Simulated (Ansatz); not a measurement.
Mulliken charges of `[SiH3]O[Si]Br` from r2SCAN/def2-TZVPP in Ansatz (PBE0-D4/def2-TZVP geometry).

```csv
atom,x (Å),y (Å),z (Å),charge (e)
Si1,0.237,0.902,0.028,0.425
O2,0.769,-0.620,0.437,-0.389
Si3,0.399,-2.203,0.390,0.402
Br4,-1.642,-2.173,-0.654,-0.260
H5,0.044,0.983,-1.439,-0.056
H6,-1.033,1.189,0.735,-0.056
H7,1.288,1.854,0.458,-0.066
```

Question: By hand: the dipole of these point charges (1 e Å = 4.8032 D).

Answer: Σ q r = (0.359, 0.060, 0.178) e Å, of length 0.405 e Å = 1.95 D.

Question: How does the dipole of the full density compare? (An estimate is asked.)

Answer: Ansatz gave: (0.182, 0.212, 0.074) e Å, 1.39 D; the point charges give 1.40 times that, at 39° from its direction.

Point charges leave out the atoms' own dipoles, such as those of lone pairs, and Mulliken's split depends on the basis, so the two needn't agree.
